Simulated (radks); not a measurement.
Neutral manganese inside a hard spherical wall (all orbitals vanish at R), configuration held at [Ar] 3d5 4s2 and not refilled when levels cross. Method: scalar-relativistic Kohn-Sham, PBE, spin-polarised, spherical densities, point nucleus; open shells are filled with parallel spins first; computed with a radial shooting solver on a logarithmic mesh with Libxc functionals. Eigenvalues in eV for spin up, with the zero of energy where the potential of the charges vanishes at infinity; a dash marks a level that is unbound or too diffuse for the functional's potential to be trusted. A positive occupied level is held by the wall or, in an anion where self-interaction has pushed it up, behind a barrier. The pressure on the wall is -dE/dV.

| R (bohr) | E (hartree) | kinetic (hartree) | e(3s) | e(3p) | e(3d) | e(4s) | e(4p, empty) | e(5s, empty) | pressure (GPa) |
|---|---|---|---|---|---|---|---|---|---|
| free | -1158.49882 | 1171.302 | -87.363 | -56.071 | -8.146 | -5.508 | -1.546 | - | 0 |
| 15 | -1158.49882 | 1171.302 | -87.363 | -56.071 | -8.146 | -5.508 | -1.543 | 0.263 | < 0.0001 |
| 12 | -1158.49877 | 1171.303 | -87.357 | -56.065 | -8.140 | -5.503 | -1.522 | 0.736 | 0.000897 |
| 8 | -1158.49452 | 1171.335 | -87.116 | -55.823 | -7.904 | -5.304 | -1.080 | 3.908 | 0.173 |
| 7 | -1158.48594 | 1171.386 | -86.802 | -55.510 | -7.602 | -5.024 | -0.573 | 6.448 | 0.673 |
| 5 | -1158.37981 | 1171.861 | -84.714 | -53.433 | -5.622 | -2.723 | 2.958 | 20.550 | 12.8 |
| 2.5 | -1155.07660 | 1182.667 | -64.708 | -33.754 | 15.029 | 40.021 | 54.126 | 166.75 | 2220 |
